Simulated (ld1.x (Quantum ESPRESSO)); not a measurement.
P: variants of one TM potential

Base potential:

P (Z = 15), norm-conserving Troullier–Martins (Kleinman–Bylander form), made with ld1.x (Quantum ESPRESSO) 7.5 (PW91, non-relativistic). Core [Ne], reference 3s2 3p3. Waves: 3s (bound): rc 1.35 bohr; 3p (bound): rc 2.05 bohr. Local part: all-electron potential smoothed inside 1.90 bohr (lloc = -2). Core correction: a·sin(br)/r model core, default radius (core density twice the valence density).

All-electron outer shells of the reference configuration (PW91, non-relativistic, ld1.x):

```
shell  level (eV)  outermost node (bohr)  outermost maximum (bohr)
   2p     -124.69                      –                      0.36
   3s      -13.94                   0.66                      1.58
   3p       -5.56                   0.64                      1.83
```

Cutoffs, loose and tight: the cutoffs (Ry, on a coarse ladder) from which the occupation-weighted sum of valence levels, in a spherical-Bessel basis at the reference potential, stays within 10 and 1 mRy of its value at 400 Ry. They do not see the model core or the augmentation charge, which bear on the density cutoff. Test errors are all-electron minus pseudo excitation energies from the reference, over the configurations 3s2 3p2; 3s2 3p1; 3s2 3p0; 3s1 3p3; 3s0 3p5; 3s2 3p3.3; 3s1 3p4. A dash means not determined; rows that change the core or the reference have their own tests.

The default core radius of the base comes out at 0.99 bohr.

```csv
change,outcome,"cutoff, loose","cutoff, tight",bound ghosts,largest test error (meV)
base,generated,35 Ry,70 Ry,none,+64
core correction none,generated,35 Ry,70 Ry,none,+70
core correction a·sin(br)/r model core inside 0.58 bohr,generated,35 Ry,70 Ry,none,+59
core correction a·sin(br)/r model core inside 0.70 bohr,generated,35 Ry,70 Ry,none,+59
core correction a·sin(br)/r model core inside 0.84 bohr,generated,35 Ry,70 Ry,none,+60
core correction a·sin(br)/r model core inside 0.98 bohr,generated,35 Ry,70 Ry,none,+64
core correction a·sin(br)/r model core inside 1.20 bohr,generated,35 Ry,70 Ry,none,+58
core correction a·sin(br)/r model core inside 1.30 bohr,generated,35 Ry,70 Ry,none,+53
core correction a·sin(br)/r model core inside 1.48 bohr,generated,35 Ry,70 Ry,none,+52
core correction a·sin(br)/r model core inside 1.58 bohr,generated,35 Ry,70 Ry,none,+56
```
